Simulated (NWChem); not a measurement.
CH₃FO₂Si; SMILES O=C[Si@@H](O)F

```xyz
8

O     -0.1434    -1.9575     0.4914
C      0.6318    -1.2288    -0.1158
Si     0.0030     0.5834    -0.4260
O     -1.5583     0.4806     0.1186
F      0.9287     1.5705     0.4973
H      1.6480    -1.6215    -0.4271
H      0.0674     1.1135    -1.8184
H     -1.6543    -0.3713     0.6021
```
Atoms are numbered in this order, from 1.

All runs: NWChem. Structure relaxed at the PBE-D3(BJ)/def2-SVP level. B3LYP is NWChem's, with the RPA form of VWN correlation. Atomic charges in e: unrestrained fits to the electrostatic potential beside Mulliken populations; buried atoms are poorly determined by the fit.

Predict the results for B3LYP/def2-SVP. Quantities: ESP O1; Mulliken O1; ESP C2; Mulliken C2; ESP Si3; Mulliken Si3; ESP O4; Mulliken O4; ESP F5; Mulliken F5; relative RMS misfit of the potential (%).


| Property | Result |
|---|---|
| ESP O1 | -0.33 |
| Mulliken O1 | -0.23 |
| ESP C2 | 0.18 |
| Mulliken C2 | -0.01 |
| ESP Si3 | 0.81 |
| Mulliken Si3 | 0.83 |
| ESP O4 | -0.57 |
| Mulliken O4 | -0.39 |
| ESP F5 | -0.32 |
| Mulliken F5 | -0.34 |
| relative RMS misfit of the potential (%) | 26 |
